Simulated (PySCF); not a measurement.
# Radial density of Fe³⁺ (iron, charge +3)

BP86, [Ar] 3d5, high-spin 6S determinant. Computed with PySCF 2.14 in def2-SVP, with no relativity, point nucleus.

```json
{"r (bohr)": "0.00109", "4πr²ρ (e/bohr)": "0.1650", "4πr²(ρα − ρβ)": "0.0000"}
{"r (bohr)": "0.00183", "4πr²ρ (e/bohr)": "0.4559", "4πr²(ρα − ρβ)": "0.0000"}
{"r (bohr)": "0.00309", "4πr²ρ (e/bohr)": "1.217", "4πr²(ρα − ρβ)": "0.0000"}
{"r (bohr)": "0.00519", "4πr²ρ (e/bohr)": "3.070", "4πr²(ρα − ρβ)": "0.0000"}
{"r (bohr)": "0.00873", "4πr²ρ (e/bohr)": "7.248", "4πr²(ρα − ρβ)": "0.0001"}
{"r (bohr)": "0.0147", "4πr²ρ (e/bohr)": "15.04", "4πr²(ρα − ρβ)": "0.0002"}
{"r (bohr)": "0.0247", "4πr²ρ (e/bohr)": "25.53", "4πr²(ρα − ρβ)": "0.0003"}
{"r (bohr)": "0.0416", "4πr²ρ (e/bohr)": "31.16", "4πr²(ρα − ρβ)": "0.0007"}
{"r (bohr)": "0.0699", "4πr²ρ (e/bohr)": "26.02", "4πr²(ρα − ρβ)": "0.0044"}
{"r (bohr)": "0.118", "4πr²ρ (e/bohr)": "26.74", "4πr²(ρα − ρβ)": "0.0536"}
{"r (bohr)": "0.198", "4πr²ρ (e/bohr)": "34.65", "4πr²(ρα − ρβ)": "0.4423"}
{"r (bohr)": "0.333", "4πr²ρ (e/bohr)": "18.17", "4πr²(ρα − ρβ)": "1.9756"}
{"r (bohr)": "0.560", "4πr²ρ (e/bohr)": "14.63", "4πr²(ρα − ρβ)": "4.5668"}
{"r (bohr)": "0.941", "4πr²ρ (e/bohr)": "12.74", "4πr²(ρα − ρβ)": "4.2990"}
{"r (bohr)": "1.58", "4πr²ρ (e/bohr)": "2.364", "4πr²(ρα − ρβ)": "1.3011"}
{"r (bohr)": "2.66", "4πr²ρ (e/bohr)": "0.1074", "4πr²(ρα − ρβ)": "0.0975"}
{"r (bohr)": "4.48", "4πr²ρ (e/bohr)": "0.0002990", "4πr²(ρα − ρβ)": "0.0002"}
```
